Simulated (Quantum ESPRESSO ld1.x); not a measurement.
Task: Radial electron density D(r) = 4 pi r^2 rho(r) of an atom or ion with 41 electrons. Method: Dirac Kohn-Sham, exchange-only B88, spin-unpolarised, spherical densities, point nucleus; computed with ld1.x of Quantum ESPRESSO 7.5.

r (bohr),D(r) (e/bohr)
0.001324,4.204
0.001724,6.490
0.002263,10.01
0.00297,15.14
0.003868,22.08
0.005077,31.55
0.006664,43.20
0.008677,55.61
0.01139,67.35
0.01495,74.86
0.01947,75.70
0.02555,70.84
0.03354,66.68
0.04367,71.67
0.05732,86.70
0.07524,97.37
0.09797,89.13
0.1286,72.37
0.1688,73.68
0.2198,83.06
0.2885,65.66
0.3787,34.48
0.4971,26.99
0.6472,27.09
0.8495,14.47
1.115,3.308
1.452,0.3108
1.906,0.008462

What is the nuclear charge?

Result: Z = 57. The innermost maximum, from 1s, lies near gamma/Z bohr with gamma = sqrt(1 - (Z/c)^2) = 0.909, here 0.016 bohr (found: 0.0175), and its height grows with Z. The density is that of the lanthanum ion La16+ in [Kr] 4d5; the configuration itself is not fixed sharply by these data, and Z only to a few units. D(r) has 4 maxima, at r = 0.0175, 0.0771, 0.220, 0.583 bohr, and minima at 0.0341, 0.145, 0.470 bohr, inside which lie 2.02, 11.19, 29.23 electrons.
